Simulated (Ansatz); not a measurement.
Stepwise reaction of `[OH][In]([OH])[O][SiH3]` with hydrogen chloride, as a gas-phase model of exchange steps in deposition or etching. ΔE in kJ/mol.

Gas-phase electronic energies from Ansatz, PBE0-D4/def2-TZVP geometries. CCSD(T)/CBS adds triple-zeta CCSD(T) − MP2 to the extrapolated MP2 energy (def2 sets, frozen cores). This one scheme is used for every species. DFT in def2-TZVPP. B3LYP here is the variant with VWN-RPA as its local correlation; programs differ in this. Elements past krypton have def2 core potentials. For In outer-core shells are correlated without core-valence functions, which leaves a few kJ/mol of doubt a bond. Each species was taken in one conformer, which may not be the lowest.

| step | reaction | PBE-D4 | B3LYP-D4 | ωB97M-V | CCSD(T)/CBS |
| --- | --- | --- | --- | --- | --- |
| 1 | `[OH][In]([OH])[O][SiH3]` + HCl → `[OH][In]([Cl])[O][SiH3]` + H₂O | -83.6 | -87.3 | -88.9 | -87.3 |
| 2 | `[OH][In]([Cl])[O][SiH3]` + HCl → `[SiH3][O][In]([Cl])[Cl]` + H₂O | -82.2 | -87.1 | -87.8 | -86.1 |

Q: By hand: ΔE of the 2 steps together at CCSD(T)/CBS.

A: (-87.3) + (-86.1) = -173.4 kJ/mol, or -86.7 kJ/mol a step.

In ΔE the steps differ by no more than 1.2 kJ/mol. All are downhill at CCSD(T)/CBS. PBE-D4 differs from CCSD(T)/CBS by 3.7 to 3.9 kJ/mol a step. Isolated molecules leave out the surface, adducts and barriers. Largest T1 diagnostic: 0.016.
